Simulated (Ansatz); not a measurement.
`[CH3][Ga-]([Cl])([Cl])[OH+][SiH3]`, relaxed with RKS PBE-D4/def2-SVP in Ansatz from a rough embedded geometry. The force threshold is 0.03 eV/Å; the program also tests the step.

Total charge 0; spin multiplicity 1.

Start:

```xyz
13

C     1.463    0.856   -0.730
Ga    0.660    0.121    0.991
Cl    1.428   -1.936    1.422
Cl    1.206    1.497    2.624
O    -1.185    0.124    0.872
Si   -1.641   -0.905   -0.411
H     1.568   -0.032   -1.419
H     2.424    1.245   -0.492
H     0.811    1.580   -1.111
H    -1.409    1.053    0.605
H    -3.084   -0.921   -0.502
H    -1.106   -0.361   -1.670
H    -1.136   -2.321   -0.179
```

(1) By how much does the energy fall, and how many steps does the optimiser take? (Estimate.)

(2) Which bonds change most? (Best estimate.)

(3) Give the relaxed structure. (Best estimate.)

Results:

(1) Ansatz gave: 30.32 kcal/mol, in 30 steps, 3 of them rejected.

(2) Computed: Ga2–O5 from 1.848 to 2.115 Å; C1–Ga2 from 2.037 to 1.958 Å; C1–H9 from 1.046 to 1.107 Å; Si6–H11 from 1.447 to 1.501 Å.

(3) The calculation gave: 
```xyz
13

C     1.950    1.191   -0.735
Ga    1.019    0.179    0.659
Cl    1.173   -2.015    0.759
Cl    0.568    1.090    2.631
O    -1.057    0.236    0.252
Si   -1.989   -1.128   -0.294
H     1.826    0.687   -1.713
H     3.031    1.240   -0.496
H     1.548    2.220   -0.792
H    -1.341    0.651    1.100
H    -3.344   -0.579   -0.635
H    -1.278   -1.608   -1.513
H    -2.106   -2.165    0.777
```
